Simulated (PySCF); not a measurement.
# Molecular orbitals of BeI⁺

PBE0 at R = 2.082 Å; Be aug-cc-pVDZ, I aug-cc-pVDZ-PP with ECP28; scalar-relativistic core potentials (PySCF 2.14). State: ¹Σ⁺ (singlet), closed shell. Only the outer orbitals are listed, counted within each symmetry, core potentials removing the inner ones.

| orbital | occ. | ε (eV) | on Be (%) | main shells (%) |
| --- | --- | --- | --- | --- |
| 5σ | 2 | -25.51 | 16 | 84 I s, 8 Be s |
| 6σ | 2 | -16.16 | 38 | 55 I p, 30 Be s |
| 3π | 2 | -13.85 | 12 | 88 I p, 11 Be p |
| 3π | 2 | -13.85 | 12 | 88 I p, 11 Be p |
| 7σ | 0 | -10.00 | 90 | 53 Be s, 36 Be p |
| 4π | 0 | -7.29 | 85 | 85 Be p, 10 I p |
| 4π | 0 | -7.29 | 85 | 85 Be p, 10 I p |

Question: Which are the highest filled and the lowest empty level, where do they sit, and how wide is the gap?

Answer: Highest filled 3π at -13.85 eV (in %: 88 I p, 11 Be p); lowest empty 7σ at -10.00 eV (in %: 53 Be s, 36 Be p); the gap at PBE0 is 3.85 eV.

| Quantity | Value |
| --- | --- |
| bond order (Mayer) | 1.89 |
| ⟨S²⟩ | 0.000 |
| charge on Be (Mulliken, basis-dependent) | 0.44 |
| charge on Be (Löwdin, basis-dependent) | 0.45 |
| dipole moment (positive dipole points towards I; it is taken about the centre of mass and depends on that origin) | -8.41 D |
| polarisability along the bond | 55.7 bohr³ |
| polarisability across the bond | 36.2 bohr³ |

Spin–orbit coupling is left out.
